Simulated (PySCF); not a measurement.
HCu, charge +1, doublet, at a GFN2-xTB geometry (such geometries of metal compounds can be far from the true shape) (the multiplicity is a formal guess), atoms displaced at random by about 0.02 Å a coordinate; HF/6-31G* in PySCF.

PySCF was given this input:
```python
from pyscf import gto, scf
from pyscf.geomopt import geometric_solver

mol = gto.M(
    atom='''
Cu    0.00408496    0.02610909   -0.04692521
H     0.01693720    0.04704497    1.42562913
''',
    basis='6-31g*',
    charge=1,
    spin=1,
    verbose=3,
)

def method(m):
    mf = scf.UHF(m)
    return mf

conv, mol_eq = geometric_solver.kernel(method(mol), maxsteps=100)
print('optimisation converged:', conv)
print(mol_eq.tostring(format='xyz'))
mf = method(mol_eq)
mf.kernel()
```

The log (banner, timings and long lists left out):

```
Custom engine selected.
Bonds will be generated from interatomic distances less than 1.20 times sum of covalent radii
6 internal coordinates being used (instead of 6 Cartesians)
Internal coordinate system (atoms numbered from 1):
Distance 1-2
Translation-X 1-2
Translation-Y 1-2
Translation-Z 1-2
Rotation-A 1-2
Rotation-B 1-2
Rotation-C 1-2
<class 'geometric.internal.Distance'> : 1
<class 'geometric.internal.TranslationX'> : 1
<class 'geometric.internal.TranslationY'> : 1
<class 'geometric.internal.TranslationZ'> : 1
<class 'geometric.internal.RotationA'> : 1
<class 'geometric.internal.RotationB'> : 1
<class 'geometric.internal.RotationC'> : 1
> ===== Optimization Info: ====
> Job type: Energy minimization
> Maximum number of optimization cycles: 100
> Initial / maximum trust radius (Angstrom): 0.100 / 0.300
> Convergence Criteria:
> Will converge when all 5 criteria are reached:
>  |Delta-E| < 1.00e-06
>  RMS-Grad  < 3.00e-04
>  Max-Grad  < 4.50e-04
>  RMS-Disp  < 1.20e-03
>  Max-Disp  < 1.80e-03
> === End Optimization Info ===

Geometry optimization cycle 1
Cartesian coordinates (Angstrom)
 Atom        New coordinates             dX        dY        dZ
  Cu   0.004085   0.026109  -0.046925    0.000000  0.000000  0.000000
   H   0.016937   0.047045   1.425629    0.000000  0.000000  0.000000

WARN: Mole.unit (angstrom) is changed to Bohr

SCF not converged.
SCF energy = -1638.82777046838 after 50 cycles  <S^2> = 0.8323926  2S+1 = 2.080762
--------------- UHF_Scanner gradients ---------------
         x                y                z
0 Cu     0.0003763769     0.0006131058     0.0431236462
1 H    -0.0003763769    -0.0006131058    -0.0431236462
----------------------------------------------
cycle 1: E = -1638.82777047  dE = -1638.83  norm(grad) = 0.0609945
Traceback (most recent call last):
  File "input.py", line 19, in <module>
RuntimeError: Nuclear gradients of <pyscf.scf.hf.UHF_Scanner object> not converged
```

The run crashed.
